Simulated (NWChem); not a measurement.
C₃H₃ cation

```xyz
6

C      0.0000     0.0000    -1.3386
C      0.0000     0.0000    -0.1033
C      0.0000     0.0000     1.2447
H      0.0000     0.0000    -2.4259
H      0.0000     0.9468     1.8079
H      0.0000    -0.9468     1.8079
```
Atoms are numbered in this order, from 1.

Level: PBE0/def2-SVP (NWChem), optimised geometry, unscaled harmonic frequencies. 

```csv
frequency (cm⁻¹),IR intensity (km/mol)
287,32.2
325,20.7
653,56.8
912,2.3
1002,0.1
1108,10.9
1159,27.8
1445,9.8
2157,389.1
3121,37.9
3236,68.7
3379,133.9
```

```json
{
  "zero_point_energy": "26.8 kcal/mol",
  "thermal correction to the enthalpy at 298.15 K (with zero-point energy)": "29.9 kcal/mol",
  "heat capacity Cv": "11.7 cal/(mol K)",
  "entropy at 298.15 K and 1 atm (symmetry number 2)": "59.1 cal/(mol K)"
}
```

Rigid rotor and harmonic oscillator.
